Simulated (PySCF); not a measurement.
HgCl, SMILES [Hg+][Cl], charge +1.

The structure is a stationary point at B3LYP-D3(BJ)/def2-TZVPD. The multiplicity is an assumed one; other spin states were not compared. The def2 effective core potentials stand for the cores of Hg; spin–orbit coupling is left out.

The numbers are results of IEF-PCM-M06-2X/def2-TZVPD in PySCF, not measurements.

The values are the electrostatic part of the solvation free energy, E(continuum) − E(gas) at the gas-phase geometry, in a cavity of scaled van der Waals radii (PySCF's table); cavitation and dispersion terms are not included. A continuum can't describe solvent molecules that bind to the metal. In vacuum the orbital gap is 5.79 eV.

Computed values in water (ε = 78.36), acetone (ε = 20.49), methanol (ε = 32.61):
```csv
solvent,ε,ΔG(elec) (kcal/mol),gap (eV)
water,78.36,-102.7,7.21
acetone,20.49,-98.1,7.11
methanol,32.61,-100.4,7.16
```
